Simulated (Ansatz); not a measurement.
Consider the ligand exchange at the Si–F bond: `F[SiH](F)Br` + `N[SiH3]` → `F[SiH](Br)N[SiH3]` + H–F.

Isolated molecules relaxed with PBE0-D4/def2-TZVP in Ansatz; ΔE leaves out vibrations. CCSD(T)/CBS is the MP2 limit (def2-TZVPP, def2-QZVPP) plus CCSD(T) − MP2 in def2-TZVPP, frozen cores. This one scheme is used for every species. DFT in def2-TZVPP. For Br outer-core shells are correlated without core-valence functions, which leaves a few kJ/mol of doubt a bond. Scalar relativity is left out up to krypton. One conformer a species, not always the lowest.

Is it downhill or uphill in electronic energy at CCSD(T)/CBS, and by how much? (Estimate.)

Ansatz gave: Uphill: ΔE = +14.8 kcal/mol.

What do these levels give: B2PLYP, HF/def2-TZVPP, MP2/def2-QZVPP, SCS-MP2/def2-QZVPP, HF/CBS(def2), CCSD/CBS(def2)? (An estimate is asked.)

Ansatz gave: B2PLYP 17.3, HF/def2-TZVPP 19.4, MP2/def2-QZVPP 14.4, SCS-MP2/def2-QZVPP 15.7, HF/CBS(def2) 19.8, CCSD/CBS(def2) 15.4 kcal/mol.

Largest T1 diagnostic among the species: 0.010.

The D4 term adds −2.7 kcal/mol with B3LYP and −1.5 kcal/mol with PBE0; it sums over pairs of atoms, weighted by their polarisabilities, and B3LYP, whose exchange is more repulsive, gets the larger term. In def2-TZVPP, CCSD(T) changes the Hartree–Fock value by −4.3 kcal/mol (the triples alone add −0.6 kcal/mol) and MP2 by −4.9 kcal/mol.

B3LYP here is the variant with VWN-RPA as its local correlation; programs differ in this.
